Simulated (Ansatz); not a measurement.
`C/C(Cl)=N\[SiH3]` + `[OH][Cd][Cl]` → `[SiH3][O][Cd][Cl]` + `CC(=N)Cl` at 500 K and 1 bar (ligand exchange at the Si–N bond).

Computed with Ansatz on PBE0-D4/def2-TZVP structures; ΔE is electronic, products minus reactants. CCSD(T)/CBS is the MP2 limit (def2-TZVPP, def2-QZVPP) plus CCSD(T) − MP2 in def2-TZVPP, frozen cores. Elements past krypton have def2 core potentials. For Cd outer-core shells are correlated without core-valence functions, which leaves a few kJ/mol of doubt a bond. Each species was taken in one conformer, which may not be the lowest.

```
            species  CCSD(T)/CBS energy (Eh)  H − E (kJ/mol)  S (J/(mol·K))
 `C/C(Cl)=N\[SiH3]`               -883.27379           243.6          416.7
     `[OH][Cd][Cl]`               -703.31715            63.9          333.1
`[SiH3][O][Cd][Cl]`               -993.63708           119.7          419.4
         `CC(=N)Cl`               -592.98219           189.5          336.5
```

H − E and S are ideal-gas, rigid-rotor, harmonic terms from PBE0-D4/def2-TZVP, for one conformer and one mirror image of each species. 1 Eh = 2625.50 kJ/mol, R = 8.31446 J/(mol·K).

Problem. By hand: ΔE, ΔH, ΔS and ΔG.

Solution. ΔE = (-993.63708) + (-592.98219) − (-883.27379) − (-703.31715) = -0.02833 Eh = -74.4 kJ/mol. Δ(H − E) = 119.7 + 189.5 − 243.6 − 63.9 = 1.7, so ΔH = -72.7 kJ/mol. ΔS = 419.4 + 336.5 − 416.7 − 333.1 = 6.1 J/(mol·K). ΔG = -72.7 − 500 × (6.1)/1000 = -75.8 kJ/mol.

Problem. By hand: the equilibrium constant, and the temperature at which ΔG would vanish if ΔH and ΔS stayed fixed.

Solution. log₁₀ K = −ΔG/(RT ln 10) = 7.9. ΔH and −TΔS have one sign here, so there is no such temperature.

The number of gas molecules stays the same, so ΔS is small and ΔH decides. A doubt of 5 kJ/mol in ΔE shifts log₁₀ K by 0.5 here. Other conformers and mirror images would add mixing entropy, several J/(mol·K) or more a flexible species. Modes under 60 cm⁻¹, often nearly free rotors, make the harmonic entropy too high. These are equilibria of isolated gas molecules and say nothing of rates. Largest T1 diagnostic: 0.015 (customary marks: 0.02 for closed shells, 0.045 for open ones).

ΔS is within the doubt of such terms, so its sign, and with it that verdict, could turn.
